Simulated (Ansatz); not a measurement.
The first iterations of a band of ClH₄InO₃ (9 atoms, charge 0, multiplicity 1).

Method: RKS r2SCAN-D4/def2-SVP in Ansatz.

```
movable images  : 7
climbing image  : yes
spring          : 5.0 eV/Å²
optimiser       : quadratic models (default)
start path      : through a guess of the saddle point
force threshold : 0.2 eV/Å
iteration limit : 60
end points      : relaxed
```

First end point:

```xyz
9
Properties=species:S:1:pos:R:3
In -0.232 -0.111 0.195
Cl -0.317 -1.124 2.338
O 1.604 0.429 -0.467
H 2.252 -0.273 -0.607
O -1.796 -0.217 -1.035
H -2.551 -0.617 -0.579
O 0.160 2.045 0.920
H 1.066 1.928 0.542
H 0.279 2.038 1.882
```

Last end point:

```xyz
9
Properties=species:S:1:pos:R:3
In -0.224 -0.154 0.340
Cl -0.526 -1.033 2.509
O 1.685 0.276 -0.207
H 1.937 -0.002 -1.097
O -1.624 -0.308 -1.075
H -2.444 -0.663 -0.705
O 0.206 2.027 0.963
H 1.090 1.858 0.545
H 0.366 2.097 1.917
```

| iteration | highest image above the first end (eV) | largest band force component (eV/Å) |
| --- | --- | --- |
| 1 | 6.404 | 40.067 |
| 2 | 2.498 | 4.334 |
| 3 | 1.490 | 3.574 |
| 4 | 0.954 | 3.117 |
| 5 | 0.725 | 1.559 |
| 6 | 0.596 | 5.858 |

**Question.** Does the band converge within its limit, and where does its top end?

**Answer.** The forces met the threshold. It ended after 20 iterations with the highest image 0.000 eV above the first end. The highest image is an end point: on this band no image between the ends rises above it.

Time of the run: 2.5 min on 4 threads of Intel(R) Xeon(R) 6975P-C (Granite Rapids), with other jobs on the host, peak memory 0.22 GiB.
